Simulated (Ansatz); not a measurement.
Stepwise reaction of `[CH3][V]([CH3])(=[O])[OH]` with hydrogen fluoride, as a gas-phase model of exchange steps in deposition or etching. ΔE in kJ/mol; ΔG adds harmonic PBE0-D4 terms to CCSD(T)/CBS, at 1 bar.

Program: Ansatz. Geometries: PBE0-D4/def2-TZVP. ΔE: electronic, gas phase. CCSD(T)/CBS is the MP2 limit (def2-TZVPP, def2-QZVPP) plus CCSD(T) − MP2 in def2-TZVPP, frozen cores. This one scheme is used for every species. Functionals use def2-TZVPP. B3LYP here is the variant with VWN-RPA as its local correlation; programs differ in this. For V outer-core shells are correlated without core-valence functions, which leaves a few kJ/mol of doubt a bond. Scalar relativity is left out up to krypton. Each species was taken in one conformer, which may not be the lowest.

```json
{"step": "1", "reaction": "`[CH3][V]([CH3])(=[O])[OH]` + H–F → `[CH3][V](=[O])([OH])[F]` + CH₄", "PBE-D4": "-190.0", "B3LYP-D4": "-189.9", "ωB97M-V": "-182.4", "CCSD(T)/CBS": "-172.3", "ΔG(500 K)": "-156.2"}
{"step": "2", "reaction": "`[CH3][V](=[O])([OH])[F]` + H–F → `[O]=[V]([OH])([F])[F]` + CH₄", "PBE-D4": "-172.9", "B3LYP-D4": "-167.8", "ωB97M-V": "-158.7", "CCSD(T)/CBS": "-143.9", "ΔG(500 K)": "-132.5"}
```

Q: By hand: ΔE of the 2 steps together at CCSD(T)/CBS.

A: (-172.3) + (-143.9) = -316.2 kJ/mol, or -158.1 kJ/mol a step.

In ΔE each step is higher than the one before. All are downhill at CCSD(T)/CBS. ΔG lies between -156.2 and -132.5 kJ/mol a step. PBE-D4 differs from CCSD(T)/CBS by -29.0 to -17.7 kJ/mol a step. Only this route is followed, and other bonds may react first. Isolated molecules leave out the surface, adducts and barriers. Largest T1 diagnostic: 0.032.
